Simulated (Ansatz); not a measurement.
Stepwise reaction of `CC1=CC(C(F)(F)F)=[O+][Ti-]([F])([Cl])([Cl])[O]1` with hydrogen fluoride, as a gas-phase model of exchange steps in deposition or etching. ΔE in kJ/mol.

Calculated with Ansatz (gas phase, PBE0-D4/def2-TZVP geometries, no zero-point term in ΔE). CBS: MP2 limit from def2 TZ/QZ plus the TZ coupled-cluster correction, frozen cores. This one scheme is used for every species. Functionals use def2-TZVPP. B3LYP here is the variant with VWN-RPA as its local correlation; programs differ in this. For Ti outer-core shells are correlated without core-valence functions, which leaves a few kJ/mol of doubt a bond. Scalar relativity is left out up to krypton.

```tsv
step	reaction	PBE-D4	B3LYP-D4	ωB97M-V	CCSD(T)/CBS
2	`CC1=CC(C(F)(F)F)=[O+][Ti-]([F])([F])([Cl])[O]1` + H–F → `CC1=CC(C(F)(F)F)=[O+][Ti-]([F])([F])([F])[O]1` + HCl	-23.0	-23.4	-28.1	-16.2
```

(1) Give the row of step 1, `CC1=CC(C(F)(F)F)=[O+][Ti-]([F])([Cl])([Cl])[O]1` + H–F → `CC1=CC(C(F)(F)F)=[O+][Ti-]([F])([F])([Cl])[O]1` + HCl. (Best estimate.)

(2) By hand: ΔE of the 2 steps together at CCSD(T)/CBS.

## Answers

(1) Computed: 
```tsv
step	reaction	PBE-D4	B3LYP-D4	ωB97M-V	CCSD(T)/CBS
1	`CC1=CC(C(F)(F)F)=[O+][Ti-]([F])([Cl])([Cl])[O]1` + H–F → `CC1=CC(C(F)(F)F)=[O+][Ti-]([F])([F])([Cl])[O]1` + HCl	-28.5	-30.7	-36.4	-23.1
```

(2) (-23.1) + (-16.2) = -39.3 kJ/mol, or -19.6 kJ/mol a step.

In ΔE each step is higher than the one before. All are downhill at CCSD(T)/CBS. PBE-D4 differs from CCSD(T)/CBS by -6.8 to -5.4 kJ/mol a step. Isolated molecules leave out the surface, adducts and barriers. Largest T1 diagnostic: 0.021.
